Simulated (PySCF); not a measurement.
How methods differ on the ionisation energy of Cr

Cr [Ar] 3d5 4s1 (7S) → Cr⁺ [Ar] 3d5 (6S), as a difference of total energies. Calculation: PySCF 2.14, in def2-SVP; no relativity, point nucleus. Correlated levels: valence: [Ar] frozen. The calculations carry no spin-orbit coupling.

| method | ionisation energy (eV) |
| --- | --- |
| UHF | 5.835 |
| PBE0 | 6.699 |
| B3LYP | 6.755 |
| MP2 (valence) | 6.055 |
| SCS-MP2 (valence) | 5.908 |

Q: How much does correlation contribute at MP2 (valence)?

A: 6.055 − (5.835) = 0.220 eV, measured against UHF.

These non-relativistic numbers lack the scalar-relativistic shift.

Errors of the correlated levels include the incompleteness of this basis and the frozen core.

For comparison: 6.767 eV (measured; NIST Atomic Spectra Database, ionization energies).
